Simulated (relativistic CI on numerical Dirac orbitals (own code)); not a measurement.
**Mn III: sensitivity of the levels to the model**

Base calculation: Dirac-Coulomb-Breit CI, orbitals from a KLI potential per configuration, a model potential for QED, valence Slater integrals scaled by 0.85, P86 correlation energy added to each configuration.

Configuration list (outside the closed core [Ne] 3s2): 3p6 3d5, 3p6 3d4 4s, 3p6 3d4 4p, 3p6 3d3 4s2, 3p6 3d4 4d, 3p6 3d4 5s, 3p6 3d4 5p, 3p6 3d3 4s 4p, 3p6 3d4 4f, 3p6 3d4 5d, 3p6 3d4 5f, 3p6 3d4 5g, 3p6 3d3 4p2, 3p5 3d6. Levels of other configurations are missing.

Variants: (1) no correlation estimate; (2) self-excluded LDA correlation estimate; (3) only the first 3 configurations; (4) non-relativistic limit. Shifts of the energy above 3p6 3d5 6S_5/2, in cm⁻¹, for the lowest level and the first level of each name with at least 55 % of one term (blank where a level changes its place among those of its configuration and J or its character, or is not in the variant):

```
          Level     Base   Δ(1)   Δ(2)    Δ(3)    Δ(4)  Measured
 3p6 3d5 6S_5/2      0.0    0.0    0.0     0.0     0.0       0.0
3p6 3d5 4G_11/2  26987.2  +10.1   -6.7  -342.5  +231.4   26824.4
 3p6 3d5 4G_9/2  27013.9  +10.1   -6.7  -341.9  +204.8   26851.1
 3p6 3d5 4G_7/2  27024.5  +10.0   -6.7  -341.6  +194.1   26859.9
 3p6 3d5 4G_5/2  27025.9  +10.0   -6.6  -341.5  +192.7   26857.8
 3p6 3d5 4P_5/2  30840.0   +0.1   -3.6  -109.7  +286.8   29167.7
 3p6 3d5 4P_3/2  30876.7   -0.1   -3.5  -107.0  +250.1   29241.4
 3p6 3d5 4P_1/2  30912.8   -0.2   -3.5  -102.7  +214.0   29207.3
 3p6 3d5 4D_7/2  33495.2   +3.0   -4.2  -246.6  +233.4   32307.3
 3p6 3d5 4D_1/2  33552.4   +2.6   -4.1  -245.0  +176.2   32368.9
 3p6 3d5 4D_5/2  33573.7   +2.7   -4.0  -239.6  +155.0   32383.7
 3p6 3d5 4D_3/2  33574.5   +2.6   -4.0  -241.2  +154.1          
3p6 3d5 2I_13/2  38574.8  +20.6  -12.6  -623.3  +330.2   39176.5
3p6 3d5 2I_11/2  38582.8  +20.5  -12.6  -622.0  +322.1   39174.4
```

For a near-neutral ion this model can misplace configurations by up to about 10,000 cm⁻¹ (more where the count of f electrons changes) and terms by 10 to 25 % of their spread. Rates follow the energies as ν³ (E1, M1) or ν⁵ (E2), so they and the lifetimes can be off by large factors. The fine structure of a lone outer electron comes out too small, for d and f at times inverted, and misplaced configurations move strength between like terms. 64 of the 66 excited levels that our extract of the measured tables holds in this range could be paired (the sources list more); they are missed by 877 cm⁻¹ on average and 2230 at most, and levels without a partner can miss by more. Some levels of the ground configuration have no partner and can miss by 10 % or more.

Measured levels: Corliss and Sugar, J. Phys. Chem. Ref. Data 6, 1253 (1977).

Ionisation energy from the two ground configurations alone: base 33.28 eV; no correlation estimate 32.07 eV; self-excluded LDA correlation estimate 33.7 eV. The NIST ASD value (measured) is 33.668 eV.
